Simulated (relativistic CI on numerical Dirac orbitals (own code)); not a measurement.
Electric-dipole transitions in Ce XXVII

Method of calculation: Dirac-Coulomb-Breit CI, KLI orbitals optimised for each configuration, model QED, unscaled Slater integrals (own radial code, finite nucleus).

CI space (outside the closed core [Ar] 3d10): 4s²4p², 4s4p³, 4s²4p4d, 4p⁴, 4s4p²4d, 4s²4p4f, 4s4p²4f, 4p³4d, 4s4p4d², 4s²4d4f, 4p³4f, 4s²4p5s, 4p²4d4f, 4p³5s, 4s²4p5p, 4s4p4f², 4s4p4d5s, 4s4p²5s, 4s²4f5s, 4s²4p5d, 4s4p²5p, 4s²4p5f, 4s²4p5g, 4s4p²5d, 4s²4p6s, 4p²4f5s, 4s4p²5f, 4s²4d², 4s4d³, 4s4d²4f, 4p²4d², 4p4d³, 4p4d²4f, 4p4d²5s, 4s²4f², 4s4d4f², 4s4f³, 4p²4f², 4p4d4f², 4p4f³, 4p4f²5s, 4s4p4d4f, 4s4d4f5s, 4s²4d5s, 4s4d²5s, 4p²4d5s, 4p4d4f5s, 4p4d5s², 4s4p4f5s, 4s4f²5s, 4s4f5s², 4s²5s², 4s4d5s². Double excitations out of closed p, d and f shells are left out; levels of such configurations are missing from the list, as are those of other unlisted configurations, and high levels can miss mixing partners. These lack a partner that the ground configuration has and come out too high: 4s4p²5p, 4s4p²5d, 4s4p²5f, 4s²4p5p, 4s²4p5d.

```csv
λ vac (nm),Lower,Upper,A (s⁻¹),log gf,S velocity/length
9.1302,4s²4p² ³P1 [2],4s²4p4d ³P°1 [24],2.00e+11,-0.12,1.00
9.1810,4s²4p² ³P0 [1],4s²4p4d ³D°1 [17],4.28e+11,0.21,1.00
9.2768,4s4p³ ³D°2 [8],4s4p²4d ³P2 [70],1.88e+11,0.08,1.00
9.2845,4s4p³ ³D°1 [7],4s4p²4d ³F2 [58],3.08e+11,0.30,1.00
9.3183,4s4p³ ³D°2 [8],4s4p²4d ³D3 [69],1.57e+11,0.15,1.00
9.3319,4s4p³ ³D°3 [9],4s4p²4d ³F4 [72],4.27e+11,0.70,1.00
9.3711,4s4p³ ⁵S°2 [6],4s4p²4d ⁵P1 [47],3.97e+11,0.20,1.00
9.3738,4s4p²4d ⁵F5 [42],4s4p4d² ³H°6 [216],2.25e+11,0.59,1.02
9.3898,4s²4p² ³P1 [2],4s²4p4d ³D°2 [21],1.96e+11,0.11,1.00
9.4167,4s4p³ ⁵S°2 [6],4s4p²4d ⁵P2 [45],3.31e+11,0.34,1.00
9.4341,4s²4p² ¹D2 [3],4s²4p4d ³D°3 [23],3.99e+11,0.57,1.00
9.6041,4s²4p² ¹D2 [3],4s²4p4d ³D°2 [21],2.12e+11,0.17,1.00
9.6625,4s4p³ ⁵S°2 [6],4s4p²4d ⁵P3 [44],1.94e+11,0.28,1.00
9.6964,4s²4p4d ³D°1 [17],4s²4d² ³F2 [92],3.09e+11,0.34,1.00
9.7166,4s4p³ ³D°3 [9],4s4p²4d ³D3 [69],2.24e+11,0.35,1.00
9.8028,4s4p²4d ⁵F5 [42],4s4p4d² ⁵F°5 [197],2.48e+11,0.60,0.99
9.9824,4s4p²4d ³F4 [72],4s4p4d² ³G°5 [278],5.78e+11,0.98,1.01
10.008,4s4p²4d ³G5 [68],4s4p²4f ³H°6 [257],3.49e+11,0.83,1.01
10.022,4s²4p4d ³F°2 [14],4s4p²4d ³D3 [82],2.16e+11,0.36,1.00
10.137,4s4p²4d ³D3 [69],4s4p4d² ³F°4 [260],4.36e+11,0.78,1.00
10.165,4s4p³ ³P°2 [16],4s4p²4d ¹F3 [89],1.57e+11,0.23,0.99
10.265,4s²4p4d ³D°2 [21],4s²4p4f ¹F3 [105],4.30e+11,0.68,1.00
10.322,4s4p³ ³D°2 [8],4s4p²4d ³D3 [55],1.86e+11,0.32,1.00
10.325,4s²4p4d ³D°3 [23],4s²4p4f ³F4 [107],5.54e+11,0.90,1.00
10.358,4s²4p4d ³F°4 [20],4s²4p4f ³G5 [101],2.71e+11,0.68,1.00
10.375,4s²4p4d ¹F°3 [26],4s²4p4f ¹G4 [116],6.10e+11,0.95,1.01
10.517,4s²4p² ³P2 [4],4s²4p4d ¹F°3 [26],3.72e+11,0.63,1.00
10.596,4s²4p4d ³F°3 [15],4s4p²4d ³F4 [85],1.54e+11,0.37,1.00
10.614,4s²4p4d ³P°2 [25],4s²4p4f ³F3 [111],3.61e+11,0.63,1.00
10.618,4s4p³ ³P°2 [16],4s4p²4d ³D3 [86],1.51e+11,0.25,1.00
10.742,4s²4p4d ¹P°1 [27],4s²4p4f ¹D2 [115],5.11e+11,0.65,1.00
10.822,4s²4p4d ³F°4 [20],4s²4d² ³F4 [96],2.46e+11,0.59,0.98
10.862,4s²4p² ³P1 [2],4s²4p4d ³P°2 [18],1.12e+11,0.00,1.00
10.872,4s²4p² ¹S0 [5],4s²4p4d ¹P°1 [27],3.18e+11,0.23,1.00
10.874,4s4p³ ¹P°1 [19],4s4p²4d ³P1 [90],3.82e+11,0.31,0.98
10.932,4s²4p4f ³F4 [107],4s²4d4f ³G°5 [328],5.55e+11,1.04,1.01
11.045,4s4p³ ¹D°2 [11],4s4p²4d ³F3 [61],1.25e+11,0.20,0.99
11.081,4s²4p² ³P2 [4],4s²4p4d ³P°2 [25],2.72e+11,0.40,1.00
11.103,4s²4p² ³P1 [2],4s4p³ ³P°2 [16],7.45e+10,-0.16,1.00
11.142,4s²4p4f ¹G4 [116],4s²4d4f ¹H°5 [349],6.31e+11,1.11,1.03
11.150,4s²4p² ¹D2 [3],4s²4p4d ³P°2 [18],9.31e+10,-0.06,0.99
11.154,4s4p³ ³D°3 [9],4s4p²4d ³G4 [51],8.02e+10,0.13,1.00
11.536,4s²4p² ¹D2 [3],4s²4p4d ³F°3 [15],7.32e+10,0.01,1.00
12.797,4s²4p² ³P2 [4],4s4p³ ¹P°1 [19],1.30e+11,-0.02,0.97
12.944,4s²4p² ¹D2 [3],4s4p³ ³S°1 [13],1.54e+11,0.07,0.98
```

Terms are leading LS components. Brackets give the number of a level in order of energy, since labels repeat. The list gives strong lines, with weight on those to low levels, among the lowest 400 of 4329 levels, so that lines to higher ones, which can be the strongest, are missing. Levels whose partners in the same complex of configurations lie outside the list can be far off, and so can their lines. Rates are taken at the computed energies, electric ones in the length gauge. A velocity-to-length ratio far from 1 marks an uncertain rate.

At this charge energies of transitions that change n are usually good to better than 1 %, and those within a shell (Δn = 0) to a few per cent.

LS names give the leading component of a level, which can be under half, so a name can repeat, a term be missing and a line seem to break the LS rules.
